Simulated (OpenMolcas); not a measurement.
**Multiconfigurational calculation on Cl VI**

Input:

```
&GATEWAY
Coord
1

Cl 0.0 0.0 0.0
Basis=ANO-RCC-VQZP
Group=XYZ
NoMove
AngMom=0.0 0.0 0.0
AMFI
&SEWARD
&RASSCF
FileOrb=start.orb
Symmetry=1
Spin=3
nActEl=2 0 0
Inactive=2 3
Ras2=1 3
CIRoot=3 3 1
SDav=3
CIMx=300
Iter=120 100
PrWF=0.3
OrbListing=Nothing
MaxOrb=0
Atom
>>> COPY $Project.JobIph JOB001
&RASSCF
FileOrb=start.orb
Symmetry=1
Spin=1
nActEl=2 0 0
Inactive=2 3
Ras2=1 3
CIRoot=7 7 1
SDav=7
CIMx=300
Iter=120 100
PrWF=0.3
OrbListing=Nothing
MaxOrb=0
Atom
>>> COPY $Project.JobIph JOB002
&RASSCF
FileOrb=start.orb
Symmetry=2
Spin=3
nActEl=2 0 0
Inactive=2 3
Ras2=1 3
CIRoot=3 3 1
SDav=3
CIMx=300
Iter=120 100
PrWF=0.3
OrbListing=Nothing
MaxOrb=0
Atom
>>> COPY $Project.JobIph JOB003
&RASSCF
FileOrb=start.orb
Symmetry=2
Spin=1
nActEl=2 0 0
Inactive=2 3
Ras2=1 3
CIRoot=3 3 1
SDav=3
CIMx=300
Iter=120 100
PrWF=0.3
OrbListing=Nothing
MaxOrb=0
Atom
>>> COPY $Project.JobIph JOB004
&RASSI
NrOfJobIphs=4 3 7 3 3
1 2 3
1 2 3 4 5 6 7
1 2 3
1 2 3
IphNames
JOB001
JOB002
JOB003
JOB004
EJob
SpinOrbit
DIPRint=1.0
SOCoupling=1000.0
Subsets=2
MEES
Property=10
'ANGMOM' 1 'ANGMOM' 2 'ANGMOM' 3 'MLTPL  1' 1 'MLTPL  1' 2 'MLTPL  1' 3
'AMFI' 1 'AMFI' 2 'AMFI' 3 'MLTPL  2' 6
SOProperty=3
'ANGMOM' 1 'ANGMOM' 2 'ANGMOM' 3
```

A driver script runs the steps one by one and writes start.orb anew before each from the orbitals found so far.

Output, cut to the results:

```
--- SEWARD ---
Basis set label: CL.ANO-RCC...6S5P3D2F1G.

      Electronic valence basis set:
      ------------------
      Associated Effective Charge  17.000000 au
      Associated Actual Charge     17.000000 au
      Nuclear Model: Point charge

      Shell  nPrim  nBasis  Cartesian Spherical Contaminant
         s      17       6        X
         p      12       5        X
         d       5       3                 X
         f       4       2                 X
         g       2       1                 X
                  Relativistic Douglas-Kroll-Hess integrals:
                    - DKH order of Hamiltonian: 2
                    - DKH order of Properties : 0
                  Atomic mean-field integrals
--- RASSCF ---
Wave function specifications:
      -----------------------------

      Number of closed shell electrons          10
      Number of electrons in active shells       2
      Max number of holes in RAS1 space          0
      Max nr of electrons in RAS3 space          0
      Number of inactive orbitals                5
      Number of active orbitals                  4
      Number of secondary orbitals              50
      Spin quantum number                      1.0
      State symmetry                             1
Orbital specifications:
      -----------------------

      Symmetry species                           1   2
                                                ag  au
      Frozen orbitals                            0   0
      Inactive orbitals                          2   3
      Active orbitals                            1   3
      RAS1 orbitals                              0   0
      RAS2 orbitals                              1   3
      RAS3 orbitals                              0   0
      Secondary orbitals                        27  23
      Deleted orbitals                           0   0
      Number of basis functions                 30  29
      Number of CSFs                             3
      Number of root(s) required                 3
      Iter CI   SX   CI       RASSCF       Energy    max ROT     max BLB   max BLB  Level Ln srch  Step   QN
          iter iter root      energy       change     param      element    value   shift minimum  type update
 Nr of preliminary CI iterations:   1
 ###############################################################################
 ###############################################################################
 ###                                                                         ###
 ###                                                                         ###
 ###    WARNING: Problems in orbital optimization.                           ###
 ###                                                                         ###
 ###                                                                         ###
 ###############################################################################
 ###############################################################################
  Warning: In symmetry  1, orbital p=   3 has diagonal density matrix element D(p,p) close to zero. D(p,p)=  0.000000E+00
        1   1    1    0  -452.78858405    0.00E+00   0.00E+00    2   3 1  4.50E-08   0.50   0.00    SX    NO
        ...
 ###############################################################################
 ###############################################################################
  Warning: In symmetry  1, orbital p=   3 has diagonal density matrix element D(p,p) close to zero. D(p,p)=  0.000000E+00
        4   1    1    0  -452.78858405    6.25E-13   0.00E+00    2   3 1  4.50E-08   0.50   0.00    SX    NO
      Convergence after  4 iterations
        5   1    1    0  -452.78858405   -1.14E-13   0.00E+00    2   3 1  4.50E-08   0.50   0.00    SX    NO
      Natural orbitals and occupation numbers for root  1
      sym 1:   0.000000
      sym 2:   1.000000   1.000000   0.000000
      Natural orbitals and occupation numbers for root  2
      sym 1:   0.000000
      sym 2:   1.000000  -0.000000   1.000000
      Natural orbitals and occupation numbers for root  3
      sym 1:   0.000000
      sym 2:   0.000000   1.000000   1.000000
::    RASSCF root number  1 Total energy:   -452.78858405
::    RASSCF root number  2 Total energy:   -452.78858405
::    RASSCF root number  3 Total energy:   -452.78858405
--- RASSCF ---
Wave function specifications:
      -----------------------------

      Number of closed shell electrons          10
...
--- RASSI ---
SPIN-FREE ENERGIES:
  (Shifted by EMIN (a.u.) =       -453.8708381939)

 SF State       Relative EMIN(au)   Rel lowest level(eV)    D:o, cm**(-1)      L_eff

     4             0.0000000000        0.0000000000              0.0000         0.0
    11             0.4496390530       12.2353019429          98684.3654         1.0
    12             0.4496390530       12.2353019429          98684.3654         1.0
    13             0.4496390530       12.2353019429          98684.3654         1.0
    14             0.7471921552       20.3321343362         163989.7228         1.0
    15             0.7471921552       20.3321343362         163989.7228         1.0
    16             0.7471921552       20.3321343362         163989.7228         1.0
     2             1.0822541410       29.4496354474         237527.3286         1.0
     3             1.0822541410       29.4496354474         237527.3286         1.0
     1             1.0822541410       29.4496354474         237527.3286         1.0
     8             1.1624220497       31.6311153756         255122.1508         2.0
     9             1.1624220497       31.6311153756         255122.1508         2.0
     5             1.1624220497       31.6311153756         255122.1508         2.0
     6             1.1624220497       31.6311153756         255122.1508         2.0
     7             1.1624220497       31.6311153756         255122.1508         2.0
    10             1.3337931266       36.2943599415         292733.7548         0.0
     Dipole printing threshold changed to   1.00000000E+00

++ Dipole transition strengths (spin-free states):
   -----------------------------------------------
     for osc. strength at least  1.00000000E+00

  ( Max oscillator strength is only   0.46190620504742852      )
--
Eigenvalues of complex Hamiltonian:
   -----------------------------------
  (Shifted by EMIN (a.u.) =       -453.8708381939)

...
```

Levels above the lowest, from the spin-orbit matrix, grouped by J:

```json
{"Configuration": "3s²", "Term": "¹S", "J": "0", "E (cm⁻¹)": "0.0", "g": "", "Term weight %": "100"}
{"Configuration": "3s 3p", "Term": "³P°", "J": "0", "E (cm⁻¹)": "97649", "g": "", "Term weight %": "100"}
{"Configuration": "3s 3p", "Term": "³P°", "J": "1", "E (cm⁻¹)": "98159", "g": "1.501", "Term weight %": "100"}
{"Configuration": "3s 3p", "Term": "³P°", "J": "2", "E (cm⁻¹)": "99202", "g": "1.501", "Term weight %": "100"}
{"Configuration": "3s 3p", "Term": "¹P°", "J": "1", "E (cm⁻¹)": "163998", "g": "1.000", "Term weight %": "100"}
{"Configuration": "3p²", "Term": "³P", "J": "0", "E (cm⁻¹)": "236473", "g": "", "Term weight %": "100"}
{"Configuration": "3p²", "Term": "³P", "J": "1", "E (cm⁻¹)": "237018", "g": "1.501", "Term weight %": "100"}
{"Configuration": "3p²", "Term": "³P", "J": "2", "E (cm⁻¹)": "238007", "g": "1.500", "Term weight %": "100"}
{"Configuration": "3p²", "Term": "¹D", "J": "2", "E (cm⁻¹)": "255153", "g": "1.001", "Term weight %": "100"}
{"Configuration": "3p²", "Term": "¹S", "J": "0", "E (cm⁻¹)": "292769", "g": "", "Term weight %": "100"}
```

The ¹D term of p² mixes with s d, which this space lacks. Only configurations of the active space appear.

The term weight is that of the spin-free term in the level, not the purity of its configuration. ° marks odd parity.
